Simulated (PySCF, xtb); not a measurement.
Si(F)(OH)(SeH)2 (FH3OSe2Si), SMILES [SeH][Si]([SeH])(F)O. The values are those of a single conformer.

Harmonic wavenumbers (cm⁻¹) from GFN2-xTB in xtb 6.7.1 at its own minimum, in rising order: 73, 104, 114, 140, 156, 191, 198, 276, 334, 441, 623, 638, 778, 827, 931, 2078, 2103, 3623.

What does PySCF with PBE-D3(BJ)/def2-SVP give at its own minimum? (An estimate is asked for; the answer gives what the named calculation found.)

77, 128, 163, 194, 211, 228, 243, 285, 375, 481, 626, 641, 790, 867, 915, 2349, 2361, 3730. Paired by order, the mean absolute difference is 59 cm⁻¹ and the zero-point energies are 19.5 and 21.0 kcal/mol.
